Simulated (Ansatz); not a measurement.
`CN1B[SiH2]1`. Total charge 0; spin multiplicity 1. The structure was optimised at the PBE0-D4/def2-TZVP level.

```xyz
10

C    -0.167    1.112   -0.920
N     0.062   -0.071   -0.135
B     0.568   -1.339   -0.290
Si   -0.076   -0.825    1.448
H     0.386    1.959   -0.505
H    -1.229    1.374   -0.916
H     0.153    0.955   -1.952
H     1.033   -1.969   -1.185
H     0.741   -0.192    2.517
H    -1.470   -1.003    1.938
```

(1) What is the dipole moment at ωB97M-V/def2-TZVPP? (Estimate.)

(2) And with PBE, r2SCAN, B3LYP? (An estimate is asked.)

(3) Give the Mulliken charges with ωB97M-V, PBE, B3LYP in def2-TZVPP. (An estimate is asked.)

Results:

(1) The calculation gave: 1.49 D, with components (-0.34, 1.34, -0.57) D in this frame, pointing from negative to positive charge.

(2) Computed: PBE 1.67 D, r2SCAN 1.63 D, B3LYP 1.50 D.

(3) Computed: 
```json
{"atom": "C1", "ωB97M-V": "-0.22", "PBE": "-0.18", "B3LYP": "-0.16"}
{"atom": "N2", "ωB97M-V": "-0.14", "PBE": "-0.02", "B3LYP": "-0.12"}
{"atom": "B3", "ωB97M-V": "-0.11", "PBE": "-0.08", "B3LYP": "-0.05"}
{"atom": "Si4", "ωB97M-V": "0.08", "PBE": "0.08", "B3LYP": "0.13"}
{"atom": "H5", "ωB97M-V": "0.12", "PBE": "0.10", "B3LYP": "0.10"}
{"atom": "H6", "ωB97M-V": "0.12", "PBE": "0.10", "B3LYP": "0.10"}
{"atom": "H7", "ωB97M-V": "0.11", "PBE": "0.09", "B3LYP": "0.09"}
{"atom": "H8", "ωB97M-V": "0.09", "PBE": "0.02", "B3LYP": "0.04"}
{"atom": "H9", "ωB97M-V": "-0.03", "PBE": "-0.06", "B3LYP": "-0.07"}
{"atom": "H10", "ωB97M-V": "-0.03", "PBE": "-0.06", "B3LYP": "-0.07"}
```

B3LYP here is the variant with VWN-RPA as its local correlation; programs differ in this.
